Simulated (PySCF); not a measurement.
How the method changes the constants of KP⁺

State: ⁴Σ⁻ (quartet), unpaired electrons σ ↑, π ↑↑. Set-up: PySCF, no relativity, basis sets K aug-pcseg-1, P aug-pcseg-1. De refers to K⁺ + P in their high-spin ground configurations, without counterpoise correction. The functionals are run spin-unrestricted. A positive dipole points towards P; it is taken about the centre of mass and depends on that origin.

| Level | Re (Å) | ωe (cm⁻¹) | De (eV) | μ (D) |
| --- | --- | --- | --- | --- |
| UHF | 3.757 | 65.2 | 0.107 | -6.71 |
| UHF-MP2 | 3.664 | 74.8 | 0.157 | n/a |
| UHF-SCS-MP2 | 3.682 | 73.5 | 0.151 | n/a |
| UHF-CCSD | 3.686 | 73.5 | 0.154 | n/a |
| UHF-CCSD(T) | 3.680 | 74.1 | 0.157 | n/a |
| PBE | 3.559 | 77.8 | 0.155 | -5.99 |
| r²SCAN | 3.572 | 76.9 | 0.140 | -6.11 |
| TPSSh | 3.596 | 73.6 | 0.138 | -6.17 |
| r²SCANh | 3.569 | 77.1 | 0.139 | -6.12 |
| PBE0 | 3.565 | 76.7 | 0.143 | -6.09 |
| M06-2X | 3.439 | 95.4 | 0.172 | -5.76 |

The bond length runs from 3.439 Å (M06-2X) to 3.757 Å (UHF). De spans 0.11 eV (UHF, mean field) to 0.17 eV (M06-2X, hybrid meta-GGA). Correlation at CCSD(T) changes the Hartree–Fock bond energy by +0.05 eV; the triples alone change it by +0.01 eV.

Correlated steps freeze 10 core orbitals. The bond is weak. Basis-set superposition, not corrected here, can be much of De in a small basis, most of all at correlated wavefunction levels. For an ion De counts to the pair picked by the measured ionisation energies or electron affinities, which need not be the lowest pair at this level. The state is the lowest determinant that a PBE0 search found; another state may lie lower at other levels.

The whole job (state search and all levels along the bond) took about 2.9 min on 1 thread of Arm Neoverse V1 (shared host), peak memory 0.82 GiB.
